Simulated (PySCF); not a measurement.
C4F10, SMILES FC(F)(F)C(F)(F)C(F)(F)C(F)(F)F (GFN2-xTB optimised geometry):

```
14

F     -0.799    -0.165    -1.117
C     -0.383     0.413     0.000
F      0.944     0.413     0.000
F     -0.803     1.671     0.000
C     -0.944    -0.353     1.242
F     -2.265    -0.125     1.325
F     -0.775    -1.671     1.055
C     -0.240     0.064     2.567
F     -0.037     1.392     2.587
F      0.963    -0.526     2.627
C     -1.065    -0.333     3.834
F     -2.120     0.459     3.970
F     -1.490    -1.588     3.751
F     -0.316    -0.219     4.920
```

Method: B3LYP/def2-TZVP (PySCF).

Task: What are the frontier orbital energies and the dipole moment?

Result: HOMO-2 -12.28 eV, HOMO-1 -11.79 eV, HOMO -10.34 eV, LUMO 0.09 eV, LUMO+1 0.29 eV; dipole moment 0.01 D.

On the same geometry PBE/def2-TZVP run with PySCF gives HOMO-2 -10.32 eV, HOMO-1 -10.01 eV, HOMO -8.66 eV, LUMO -0.77 eV, LUMO+1 -0.52 eV; dipole moment 0.01 D.

Meta-Löwdin charges at B3LYP/def2-TZVP: F1 -0.25, C2 0.77, F3 -0.25, F4 -0.25, C5 0.50, F6 -0.26, F7 -0.26, C8 0.50, F9 -0.26, F10 -0.26, C11 0.77, F12 -0.25, F13 -0.25, F14 -0.25.
